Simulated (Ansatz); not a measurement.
`O[SiH]1CB[AsH]1` at its PBE0-D4/def2-TZVP geometry, where that method's forces vanish. Total charge 0; spin multiplicity 1.

```tsv
atom	x (Å)	y (Å)	z (Å)
O1	2.1848	0.6704	-0.3463
Si2	0.6014	0.2763	-0.5633
C3	0.1130	-1.1926	0.5076
B4	-1.2850	-0.5354	0.6311
As5	-0.9868	1.4808	0.7098
H6	2.4571	1.5567	-0.5908
H7	0.2808	0.1541	-2.0075
H8	0.2283	-2.2352	0.2228
H9	0.7478	-0.9637	1.3773
H10	-2.3367	-1.0565	0.4144
H11	-2.0047	1.8451	-0.3551
```

Question: For each bond, give half the difference of the two atoms' forces along it (eV/Å; positive pushes the atoms apart) under PBE-D4, r2SCAN-D4, B3LYP-D4, ωB97M-V in def2-TZVPP. (Estimate.)

Answer: Ansatz gave: 
| bond | length (Å) | PBE-D4 | r2SCAN-D4 | B3LYP-D4 | ωB97M-V |
| --- | --- | --- | --- | --- | --- |
| O1–Si2 | 1.646 | 0.34 | 0.06 | 0.08 | 0.11 |
| O1–H6 | 0.959 | 0.33 | 0.02 | -0.02 | -0.06 |
| Si2–C3 | 1.882 | 0.02 | 0.01 | 0.10 | 0.03 |
| Si2–As5 | 2.365 | 0.04 | 0.02 | 0.21 | -0.03 |
| Si2–H7 | 1.484 | -0.01 | -0.02 | -0.19 | -0.17 |
| C3–B4 | 1.550 | 0.00 | 0.03 | 0.08 | 0.13 |
| C3–H8 | 1.087 | 0.08 | -0.02 | -0.05 | -0.08 |
| C3–H9 | 1.101 | 0.11 | -0.02 | -0.08 | -0.04 |
| B4–As5 | 2.040 | 0.09 | 0.04 | 0.23 | 0.03 |
| B4–H10 | 1.194 | 0.07 | -0.03 | -0.22 | -0.18 |
| As5–H11 | 1.517 | 0.19 | -0.04 | 0.01 | -0.08 |

B3LYP here is the variant with VWN-RPA as its local correlation; programs differ in this.
